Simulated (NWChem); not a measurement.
System: C2HCl2F; SMILES FC=C(Cl)Cl

NWChem input:

```
start job
memory heap 200 mb stack 900 mb global 1100 mb
geometry units angstroms noautosym nocenter noautoz
  F      0.881831     2.125801     0.000000
  C      1.124483     0.812526     0.000000
  C      0.137774    -0.085350     0.000000
  Cl    -1.530144     0.373117     0.000000
  Cl     0.492660    -1.786456     0.000000
  H      2.176177     0.550129     0.000000
end
basis spherical
  * library pcsseg-1
end
dft
  xc bhlyp
  iterations 150
end
property
  shielding
end
task dft property
```

Parts of the log:

```
             Northwest Computational Chemistry Package (NWChem) 7.3.0
             --------------------------------------------------------

                             Geometry "geometry" -> ""
                             -------------------------

 Output coordinates in angstroms (scale by  1.889725989 to convert to a.u.)

  No.       Tag          Charge          X              Y              Z
 ---- ---------------- ---------- -------------- -------------- --------------
    1 F                    9.0000     0.88183100     2.12580100     0.00000000
    2 C                    6.0000     1.12448300     0.81252600     0.00000000
    3 C                    6.0000     0.13777400    -0.08535000     0.00000000
    4 Cl                  17.0000    -1.53014400     0.37311700     0.00000000
    5 Cl                  17.0000     0.49266000    -1.78645600     0.00000000
    6 H                    1.0000     2.17617700     0.55012900     0.00000000

 Effective nuclear repulsion energy (a.u.)     262.1635274793

                              NWChem Property Module
                              ----------------------

  itol2e modified to match energy
  convergence criterion.

                                 NWChem DFT Module
                                 -----------------

 Summary of "ao basis" -> "ao basis" (spherical)
 ------------------------------------------------------------------------------
       Tag                 Description            Shells   Functions and Types
 ---------------- ------------------------------  ------  ---------------------
 F                          pcsseg-1                 7       17   3s3p1d
 C                          pcsseg-1                 7       17   3s3p1d
 Cl                         pcsseg-1                10       24   4s5p1d
 H                          pcsseg-1                 3        5   2s1p

  itol2e modified to match energy
  convergence criterion.

[...]

          -----------------------------------------
          Chemical Shielding Tensors (GIAO, in ppm)
          -----------------------------------------

                                NWChem CPHF Module
                                ------------------

  scftype          =     RHF
  nclosed          =       28
  nopen            =        0
  variables        =     2128
  # of vectors     =        3
  tolerance        = 0.10D-03
  level shift      = 0.00D+00
  max iterations   =       50
  max subspace     =       30

 SCF residual:    1.3500878042741737E-004

Iterative solution of linear equations
  No. of variables     2128
  No. of equations        3
  Maximum subspace       30
        Iterations       50
       Convergence  1.0D-04

   iter   nsub   residual    time
   ----  ------  --------  ---------
     1      3    8.68D-01      60.1
     2      6    9.09D-02      65.0
     3      9    1.19D-02      70.5
     4     12    1.00D-03      75.1
     5     15    8.46D-05      80.3

      Atom:    1  F
        Diamagnetic
    464.4761     -2.6694      0.0000
     -2.6694    492.8008     -0.0000
      0.0000     -0.0000    463.8937

        Paramagnetic
   -218.5889     -5.6183     -0.0000
     -5.6183   -204.3937     -0.0000
     -0.0000     -0.0000    -67.9851

        Total Shielding Tensor
    245.8872     -8.2878     -0.0000
     -8.2878    288.4071     -0.0000
     -0.0000     -0.0000    395.9086

           isotropic =     310.0677
          anisotropy =     128.7615

          Principal Components and Axis System
                 1           2           3
              395.9086    289.9655    244.3289

      1        -0.0000     -0.1848      0.9828
      2        -0.0000      0.9828      0.1848
      3         1.0000     -0.0000      0.0000

      Atom:    2  C
        Diamagnetic
    253.5817      5.6593      0.0000
      5.6593    264.2376     -0.0000
      0.0000     -0.0000    226.7066

        Paramagnetic
   -256.8265     65.0913     -0.0000
     65.0913   -265.8036     -0.0000
     -0.0000     -0.0000   -143.2348

        Total Shielding Tensor
     -3.2448     70.7507     -0.0000
     70.7507     -1.5660     -0.0000
     -0.0000     -0.0000     83.4717

           isotropic =      26.2203
          anisotropy =      85.8771

          Principal Components and Axis System
                 1           2           3
               83.4717    -73.1610     68.3502

      1        -0.0000      0.7113      0.7029
      2        -0.0000     -0.7029      0.7113
      3         1.0000     -0.0000      0.0000

      Atom:    3  C
        Diamagnetic
    264.2484     -2.7002      0.0000
     -2.7002    267.9460     -0.0000
      0.0000     -0.0000    235.8991

        Paramagnetic
   -216.9910     60.8815     -0.0000
     60.8815   -259.6577      0.0000
     -0.0000      0.0000   -152.2472

        Total Shielding Tensor
     47.2574     58.1814     -0.0000
     58.1814      8.2883      0.0000
     -0.0000      0.0000     83.6519

           isotropic =      46.3992
          anisotropy =      64.0964

          Principal Components and Axis System
                 1           2           3
               89.1302     83.6519    -33.5845

      1         0.8117     -0.0000     -0.5841
      2         0.5841     -0.0000      0.8117
      3         0.0000      1.0000     -0.0000

      Atom:    4  Cl
        Diamagnetic
   1154.2272     -4.2495     -0.0000
     -4.2495   1142.4369      0.0000
     -0.0000      0.0000   1140.4255

[...]
```

Level: BHandHLYP/pcSseg-1, GIAO. Coordinates come from a B3LYP/6-31G* (spherical d) optimisation. The printed shielding anisotropy is the first printed principal value minus the mean of the other two.
